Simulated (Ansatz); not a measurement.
Basis-set extrapolation for BH₈NO₂Si₂, SMILES `NB(O[SiH3])O[SiH3]` (PBE0-D4/def2-TZVP geometry, frozen core, the Gaussian-basis code of Ansatz). Multiplicity 1, RHF reference.

```csv
,def2-TZVPP,def2-QZVPP
HF,-811.755881,-811.786372
MP2 correlation,-1.022072,-1.100937
CCSD(T) correlation,-1.112738,not run
```

Energies in hartree. Use E(X) = E(∞) + A·exp(−7.88·√X) for Hartree–Fock and E(X) = E(∞) + B·X^(−2.97) for correlation, with X = 3 and 4, and add CCSD(T) minus MP2 of the smaller set to the MP2 limit.

**Question.** What is the CCSD(T) energy at the basis-set limit?

**Answer.** HF limit: -811.786372 + (-0.030491) × 0.13774 = -811.79057. MP2 limit: -1.100937 + (-0.078865) × 0.74074 = -1.15936. Higher-order term: -1.112738 − (-1.022072) = -0.09067. Total: -813.04060 hartree, 107.9 kcal/mol below CCSD(T)/def2-TZVPP.
